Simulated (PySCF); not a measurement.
A PySCF script (with the pyscf-properties extension) for the NMR shieldings of SMILES CCO[Si@@H](Cl)[C@H](C)OC, C₅H₁₃ClO₂Si, on a GFN2-xTB geometry:

```python
import basis_set_exchange as bse
import numpy as np
from pyscf import gto, dft
from pyscf.prop import nmr

atoms = """
C     3.521280   -0.596098    0.808022
C     2.867994    0.243630   -0.277239
O     1.488819    0.354845   -0.010010
Si    0.247762    0.651896   -1.000510
Cl    0.389123   -0.516100   -2.636097
C    -1.290853    0.220899    0.039637
C    -1.443720   -1.268515    0.347318
O    -2.357301    0.739467   -0.746132
C    -3.579786    0.879772   -0.068279
H     4.590363   -0.666047    0.630121
H     3.348506   -0.143549    1.780903
H     3.095033   -1.595569    0.808075
H     3.299472    1.250309   -0.298867
H     3.013092   -0.216465   -1.260302
H     0.204124    2.032789   -1.470809
H    -1.259128    0.770651    0.992681
H    -0.537466   -1.630561    0.826016
H    -1.602287   -1.821582   -0.575884
H    -2.282481   -1.454775    1.016033
H    -4.250103    1.402920   -0.748102
H    -4.018801   -0.088961    0.192976
H    -3.454053    1.470427    0.848030
"""
names = dict.fromkeys(["C", "O", "Si", "Cl", "H"], "pcSseg-1")
basis = {el: gto.basis.parse(bse.get_basis(n, elements=[el], fmt="nwchem")) for el, n in names.items()}
mol = gto.M(atom=atoms, basis=basis, charge=0, verbose=0)
mf = dft.RKS(mol, xc="PBE0")
mf.grids.level = 2
mf.grids.alignment = dft.numint.BLKSIZE   # the property module wants whole blocks of grid points
mf.conv_tol = 1e-9
mf.kernel()

calc = nmr.RKS(mf)   # GIAO
C = mf.mo_coeff
Co = C[:, mf.mo_occ > 0]
resp = mf.gen_response(singlet=True, hermi=2)
def vind(x):   # induced exchange potential for any number of trial vectors
    d = np.einsum("pi,xij,qj->xpq", C, 2 * x.reshape(-1, C.shape[1], Co.shape[1]), Co, optimize=True)
    return np.einsum("xpq,pi,qj->xij", resp(d - d.transpose(0, 2, 1)), C, Co, optimize=True).ravel()
mo1, _ = nmr.rhf.solve_mo1(calc, with_cphf=vind)
sigma = calc.kernel(mo1)
for i, s in enumerate(sigma):   # ppm
    w = np.linalg.eigvalsh((s + s.T) / 2)
    print("%2d %-2s iso %8.1f  s11 %8.1f  s22 %8.1f  s33 %8.1f" % (i, mol.atom_pure_symbol(i), w.mean(), *w))
```

Question: What are the results?

Answer: 
```
 0 C  iso    166.7  s11    148.9  s22    165.2  s33    186.1
 1 C  iso    125.5  s11     95.0  s22    113.1  s33    168.6
 2 O  iso    269.8  s11    222.5  s22    279.7  s33    307.1
 3 Si iso    362.5  s11    337.5  s22    359.3  s33    390.7
 4 Cl iso    955.7  s11    847.4  s22    982.8  s33   1037.0
 5 C  iso    112.5  s11     84.3  s22     89.0  s33    164.3
 6 C  iso    174.1  s11    156.1  s22    178.4  s33    187.8
 7 O  iso    317.3  s11    267.6  s22    324.0  s33    360.3
 8 C  iso    127.4  s11     86.7  s22    111.5  s33    184.0
 9 H  iso     30.7  s11     26.5  s22     27.5  s33     38.1
10 H  iso     30.2  s11     26.5  s22     28.5  s33     35.7
11 H  iso     30.3  s11     26.3  s22     29.7  s33     34.9
12 H  iso     27.8  s11     22.3  s22     27.4  s33     33.6
13 H  iso     27.6  s11     21.5  s22     29.5  s33     31.9
14 H  iso     26.5  s11     23.6  s22     23.7  s33     32.2
15 H  iso     28.6  s11     26.1  s22     28.6  s33     31.2
16 H  iso     30.8  s11     25.7  s22     30.1  s33     36.5
17 H  iso     30.5  s11     26.1  s22     30.2  s33     35.3
18 H  iso     29.9  s11     24.7  s22     28.7  s33     36.1
19 H  iso     27.9  s11     23.6  s22     25.3  s33     34.8
20 H  iso     27.9  s11     23.3  s22     26.1  s33     34.4
21 H  iso     28.9  s11     25.0  s22     26.4  s33     35.3
```

These numbers come from an equivalent density-fitted implementation of the same equations, which agrees with the script to about 0.01 ppm for H and up to a few tenths of a ppm for heavy atoms, so last digits may differ.

Question: Turn these shieldings into chemical shifts. Scale: 13C (σ = 186.93 ppm) and 29Si (σ = 349.16 ppm) and 1H (σ = 31.72 ppm) vs TMS; 17O (σ = 336.08 ppm) against H2O; HCl for 35Cl (σ = 949.78 ppm) (reference shieldings calculated alike).

Answer: Averaging equivalent atoms: C 5: 74.4; C 1: 61.4; C 8: 59.5; C 0: 20.2; C 6: 12.8; O 2: 66.3; O 7: 18.7; Si 3: -13.3; Cl 4: -6; H 14: 5.25; H 13: 4.09; H 12: 3.97; H 19/20/21: 3.47; H 15: 3.08; H 16/17/18: 1.33; H 9/10/11: 1.31 ppm. Experimental scales use liquid or dissolved standards, which lie at an offset from isolated H2O (liquid H2O: subtract about 36 ppm).

Size and cost of the density-fitted run: 232 basis functions, 90 s wall time on 1 thread of an Arm Neoverse V1, shared host; peak memory 1 GiB.
